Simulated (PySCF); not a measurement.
**[Ce(H2O)5]3+ relaxed at several levels**

Computed with PySCF 2.14.0, def2-SVP on the ligands, density fitting, scalar-relativistic core potentials, no spin-orbit coupling, vacuum. Each row is relaxed at its own level from the same template. Distances are means of the shortest metal–ligand contacts, charges and spins Mulliken's; removal energies are rigid, with the ligand's formal charge and no counterpoise, so too large; for an anion taken off a cation in vacuum most of it is the attraction of opposite charges, and multiply charged cations can part far more cheaply with an electron moved from ligand to metal. lcecp potentials hold a fixed number of 4f electrons in the core, out of states, spins and gaps.

```json
{"level": "PBE0", "basis on the metal": "def2-SVP with ECP28", "state": "doublet", "point group": "C2v", "M–H2O (Å)": "2.414", "charge on M (e)": "1.73", "spin on M (e)": "1.01", "HOMO–LUMO gap (eV)": "5.93", "removal of one H2O (eV)": "2.63", "unstable modes (below −25 cm⁻¹)": "not given"}
```

Task: What does the calculation give for TPSS, lcecp-1-SVP with ECP47?

Result: state: singlet + 4f1 in core, point group: C2v, M–H2O (Å): 2.461, charge on M (e): 1.59, removal of one H2O (eV): 2.60, unstable modes (below −25 cm⁻¹): not given.
```xyz
16

Ce    0.1080    0.0000    0.0000
O    -0.3690    0.0000    2.4281
H    -0.4772    0.7744    3.0310
H    -0.4773   -0.7743    3.0310
O    -0.3690    0.0000   -2.4281
H    -0.4773   -0.7743   -3.0310
H    -0.4772    0.7744   -3.0310
O     2.5518   -0.0001    0.0000
H     3.1672   -0.7746    0.0000
H     3.1673    0.7744    0.0000
O    -0.8868    2.2466    0.0000
H    -0.4382    3.1280    0.0000
H    -1.8484    2.4785    0.0000
O    -0.8869   -2.2465    0.0000
H    -1.8486   -2.4784    0.0000
H    -0.4385   -3.1280    0.0000
```

One start shape was tried for each, so a minimum needn't be the lowest isomer. Open shells may have lower solutions than those found.
